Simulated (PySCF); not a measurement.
¹⁵N chemical shifts

Computational details: shielding tensors at PBE0/pcSseg-1 (GIAO), GFN2-xTB geometry, in PySCF (non-relativistic, one computed conformer, one averaged value for each set of equivalent atoms, isolated molecule).

Shieldings were converted by a linear fit to measured shifts: ¹⁵N: δ = -148.07 − 0.921σ (rms 6.3 ppm, 71 shifts vs CH3NO2, solution or neat liquid). Occasional misses reach two or three times the rms, and more in compound classes unlike the fitted ones.

Task: Give the ¹⁵N shifts of `CC1=NN([SiH](C)C)CC1`, `C=CP(C)(C)=N`, `C#CC(=O)N(C)C`, `C=CCN1CCCN1[SiH3]`.

Result: 
| compound | environment | δ (ppm) |
| --- | --- | --- |
| [CH3:1][C:2]1=[N:3][N:4]([SiH:5]([CH3:6])[CH3:7])[CH2:8][CH2:9]1 | N3: imine nitrogen | -52.1 |
| [CH3:1][C:2]1=[N:3][N:4]([SiH:5]([CH3:6])[CH3:7])[CH2:8][CH2:9]1 | N4: nitrogen bonded to O or N | -266.6 |
| C=CP(C)(C)=N | nitrogen bonded to P, H | -344.7 |
| C#CC(=O)N(C)C | amide-type nitrogen | -277.0 |
| [CH2:1]=[CH:2][CH2:3][N:4]1[CH2:5][CH2:6][CH2:7][N:8]1[SiH3:9] | N4: nitrogen bonded to O or N | -282.5 |
| [CH2:1]=[CH:2][CH2:3][N:4]1[CH2:5][CH2:6][CH2:7][N:8]1[SiH3:9] | N8: nitrogen bonded to O or N | -305.8 |
